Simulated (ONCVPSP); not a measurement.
**tellurium ONCV: all-electron and pseudo phase curves**

```
Element                 : tellurium
Generator               : ONCVPSP 4.0.1
Type                    : optimised norm-conserving Vanderbilt (ONCV)
Functional              : PBE
Relativity              : scalar-relativistic
Frozen core             : [Ar] 3d10
Valence charge          : 24
Reference configuration : 4s2 4p6 4d10 5s2 5p4
Partial waves           : 4s+5s: rc 1.10 bohr, ncon 3, nbas 7, qcut 10.8 1/bohr, 2 projectors; 4p+5p: rc 1.20 bohr, ncon 4, nbas 7, qcut 13 1/bohr, 2 projectors; 4d: rc 1.15 bohr, ncon 4, nbas 9, qcut 11.1 1/bohr, 3 projectors, debl 3.4 Ha
Local potential         : polynomial inside 0.80 bohr (lpopt 5, dvloc0 3 Ha)
Core correction         : Teter function, fcfact 1.75, rcfact 1.8
```

The phase is arctan(r·R′/R) of the radial function R(r), unwrapped; energies in Ha, scanned from -8 to 5 Ha. A pole is an energy at which the radial function vanishes at the test radius. The pseudo phase is shifted by a multiple of π to meet the all-electron one at the reference energy, and phase errors are pseudo minus all-electron; the curves can meet again beyond the range given. Levels narrower than the energy grid can be missing from the lists of poles.

```
channel  radius (bohr)  reference energy (Ha)  poles, all-electron  poles, pseudo  unbroken range about the reference energy with phases within 0.05 rad  phase error 1 Ha above the reference energy (rad)
      s           1.12                  -0.56                -4.37          -4.37                                                        the whole range                                             -0.000
      p           1.22                  -0.22                -2.90          -2.90                                                        the whole range                                             -0.000
      d           1.17                  -1.53                 0.83           0.83                                                        the whole range                                             +0.000
```

Phases in the p channel:

```tsv
E (Ha)	all-electron	pseudo
-7.96	1.133	1.133
-7.60	1.090	1.090
-7.24	1.032	1.032
-6.88	0.951	0.951
-6.52	0.831	0.831
-6.16	0.639	0.639
-5.80	0.317	0.317
-5.44	-0.174	-0.174
-5.08	-0.682	-0.682
-4.72	-1.028	-1.028
-4.36	-1.235	-1.235
-4.00	-1.365	-1.365
-3.64	-1.454	-1.454
-3.28	-1.518	-1.518
-2.92	-1.569	-1.569
-2.56	-1.610	-1.610
-2.20	-1.646	-1.646
-1.84	-1.679	-1.679
-1.48	-1.709	-1.709
-1.12	-1.738	-1.738
-0.76	-1.767	-1.767
-0.40	-1.798	-1.798
-0.04	-1.830	-1.830
0.32	-1.865	-1.865
0.68	-1.905	-1.905
1.04	-1.951	-1.951
1.40	-2.006	-2.006
1.76	-2.072	-2.073
2.12	-2.157	-2.157
2.48	-2.266	-2.266
2.84	-2.410	-2.411
3.20	-2.603	-2.605
3.56	-2.853	-2.857
3.92	-3.149	-3.154
4.28	-3.448	-3.454
4.64	-3.706	-3.712
5.00	-3.906	-3.912
```
